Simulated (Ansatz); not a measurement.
Gas-phase electronic energies from Ansatz, PBE0-D4/def2-TZVP geometries. CCSD(T)/CBS adds triple-zeta CCSD(T) − MP2 to the extrapolated MP2 energy (def2 sets, frozen cores). This one scheme is used for every species. Functionals use def2-TZVPP. B3LYP here is the variant with VWN-RPA as its local correlation; programs differ in this. Elements past krypton have def2 core potentials. For Sn outer-core shells are correlated without core-valence functions, which leaves a few kJ/mol of doubt a bond. Each species was taken in one conformer, which may not be the lowest.

Reaction (ligand exchange at the Sn–C bond): `O[SiH2][CH2][SnH3]` + `OCF` → `FC[O][SnH3]` + `C[SiH2]O`

```csv
species,B3LYP energy (Eh)
`O[SiH2][CH2][SnH3]`,-622.12394
`OCF`,-215.07059
`FC[O][SnH3]`,-430.63673
`C[SiH2]O`,-406.57411
```

Question: Work out ΔE.

Answer: ΔE = (-430.63673) + (-406.57411) − (-622.12394) − (-215.07059) = -0.01631 Eh = -42.8 kJ/mol. CCSD(T)/CBS gives -30.3 kJ/mol.

Largest T1 diagnostic among the species: 0.013.

In def2-TZVPP, CCSD(T) changes the Hartree–Fock value by +17.5 kJ/mol (the triples alone add +1.3 kJ/mol) and MP2 by +19.7 kJ/mol. The D4 term adds +5.1 kJ/mol with B3LYP and +2.9 kJ/mol with PBE0; it sums over pairs of atoms, weighted by their polarisabilities, and B3LYP, whose exchange is more repulsive, gets the larger term.
